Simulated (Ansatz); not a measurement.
Basis-set extrapolation for `C[S][AlH][F]` (PBE0-D4/def2-TZVP geometry, frozen core, Ansatz). Multiplicity 1, RHF reference.

```
                     cc-pV(T+d)Z  cc-pV(Q+d)Z
                 HF  -779.285387  -779.304402
    MP2 correlation    -0.682902    -0.739500
CCSD(T) correlation    -0.744682    -0.798749
```

Energies in hartree. Use E(X) = E(∞) + A·exp(−5.46·√X) for Hartree–Fock and E(X) = E(∞) + B·X^(−3.05) for correlation, with X = 3 and 4.

**Question.** What is the CCSD(T) energy at the basis-set limit?

**Answer.** HF limit: -779.304402 + (-0.019015) × 0.30130 = -779.31013. Correlation limit: -0.798749 + (-0.054067) × 0.71189 = -0.83724. Total: -780.14737 hartree, 308.0 kJ/mol below CCSD(T)/cc-pV(T+d)Z.
